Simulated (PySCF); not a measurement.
# InC⁺: one state, many levels of theory

State: ³Π (triplet), unpaired electrons σ ↑, π ↑. Set-up: PySCF, scalar-relativistic core potentials, basis sets In aug-cc-pVDZ-PP with ECP28, C aug-cc-pVDZ. De refers to In⁺ + C in their high-spin ground configurations, without counterpoise correction. The functionals are run spin-unrestricted. A positive dipole points towards C; it is taken about the centre of mass and depends on that origin. Levels whose curve was spin-contaminated or gave no clean fit are not listed.

| Level | Re (Å) | ωe (cm⁻¹) | De (eV) | μ (D) |
| --- | --- | --- | --- | --- |
| UHF-MP2 | 3.069 | 126 | 0.225 | n/a |
| UHF-SCS-MP2 | 3.125 | 117 | 0.202 | n/a |
| UHF-CCSD | 3.079 | 121 | 0.216 | n/a |
| UHF-CCSD(T) | 3.042 | 127 | 0.232 | n/a |
| PBE | 2.843 | 160 | 0.395 | 1.03 |
| PBEsol | 2.747 | 182 | 0.476 | 1.17 |
| r²SCAN | 2.837 | 163 | 0.360 | 1.06 |
| PBE0 | 2.879 | 156 | 0.331 | 0.85 |
| M06 | 2.871 | 176 | 0.390 | 0.84 |
| M06-2X | 2.977 | 150 | 0.322 | 0.56 |

(1) Which functional lies closest to UHF-CCSD(T) in De, which farthest, and by how much do they differ from it?

(2) What does the step from GGA to meta-GGA do here, going from PBE to r²SCAN?

(3) What does the triples do here, going from UHF-CCSD to UHF-CCSD(T)?

Correlated steps freeze 5 core orbitals. The bond is weak. Basis-set superposition, not corrected here, can be much of De in a small basis, most of all at correlated wavefunction levels. These are scalar-relativistic numbers at best; spin–orbit coupling would shift them, the dissociation energy most. For an ion De counts to the pair picked by the measured ionisation energies or electron affinities, which need not be the lowest pair at this level. The state is the lowest determinant that a PBE0 search found; another state may lie lower at other levels.

Answers

(1) Closest is M06-2X (-6.5 pm in Re, +18.1 % in ωe, +0.09 eV in De against UHF-CCSD(T) in the same basis), farthest PBEsol (-29.5 pm in Re, +43.3 % in ωe, +0.24 eV in De). CCSD(T) converges more slowly with the basis than the functionals do and binds too weakly in this one, so the order can change at the basis-set limit.

(2) r²SCAN less PBE: -0.6 pm in Re, +1.9 % in ωe, -0.04 eV in De. 

(3) UHF-CCSD(T) less UHF-CCSD: -3.7 pm in Re, +5.0 % in ωe, +0.02 eV in De. Correlation nearly always deepens the well. The bond shortens, as in weak, metallic or heavy-atom bonds, where dispersion and the correlation of outer-core electrons pull the atoms together.
